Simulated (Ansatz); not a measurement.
`O[SiH]([SiH3])[GeH3]` + `BC[SiH2]Cl` → `BC([SiH3])[SiH2]Cl` + `O[SiH2][GeH3]`  (formal exchange of groups at the Si–Si bond)

Computed with Ansatz on PBE0-D4/def2-TZVP structures; ΔE is electronic, products minus reactants. CCSD(T)/CBS is the MP2 limit (def2-TZVPP, def2-QZVPP) plus CCSD(T) − MP2 in def2-TZVPP, frozen cores. Functionals use def2-TZVPP. For Ge outer-core shells are correlated without core-valence functions, which leaves a few kJ/mol of doubt a bond. Scalar relativity is left out up to krypton. One conformer a species, not always the lowest.

```
               species  PBE0 energy (Eh)
`O[SiH]([SiH3])[GeH3]`       -2735.51843
          `BC[SiH2]Cl`        -815.97647
  `BC([SiH3])[SiH2]Cl`       -1106.55982
       `O[SiH2][GeH3]`       -2444.93699
```

Problem. Work out ΔE.

Solution. ΔE = (-1106.55982) + (-2444.93699) − (-2735.51843) − (-815.97647) = -0.00191 Eh = -0.05 eV. CCSD(T)/CBS gives -0.18 eV.

Largest T1 diagnostic among the species: 0.013.

In def2-TZVPP, CCSD(T) changes the Hartree–Fock value by −0.04 eV (the triples alone add −0.01 eV) and MP2 by −0.12 eV. The D4 term adds −0.05 eV with B3LYP and −0.03 eV with PBE0; it sums over pairs of atoms, weighted by their polarisabilities, and B3LYP, whose exchange is more repulsive, gets the larger term. From PBE to PBE0 (25 % exact exchange), in def2-TZVPP and without D4, ΔE moves by −0.05 eV.

B3LYP here is the variant with VWN-RPA as its local correlation; programs differ in this.
